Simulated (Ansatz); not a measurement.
Diatomic LiMg, multiplicity 2 (lowest of 2S+1 = 2, 4 at CCSD(T)/def2-TZVPP on PBE0 minima; our sources give no spin for the ground state, which may be another).

D_e counts from the fitted minimum to each atom's lowest state at the same level, without counterpoise.

Correlated levels freeze the inner cores; with def2 sets outer-core shells near the valence are correlated too.

Run with Ansatz (Gaussian orbitals). Values without a source in brackets are computed.

The comparison value is 4.23 kcal/mol (CCSD(T)/def2-QZVPP). It is a level with limits of its own, not the exact answer.

Problem. Order these levels by how close they come to the comparison value for the bond energy D_e, closest first: r2SCAN/def2-TZVPP, BHLYP/def2-TZVPP, B3LYP/def2-TZVPP, wB97X-V/def2-TZVPP, PBE/def2-TZVPP. Give each level's value less the comparison value.

Solution. B3LYP/def2-TZVPP (-0.17 kcal/mol), BHLYP/def2-TZVPP (-0.97 kcal/mol), wB97X-V/def2-TZVPP (-1.21 kcal/mol), PBE/def2-TZVPP (2.58 kcal/mol), r2SCAN/def2-TZVPP (3.47 kcal/mol)

Ansatz is an electronic-structure program.
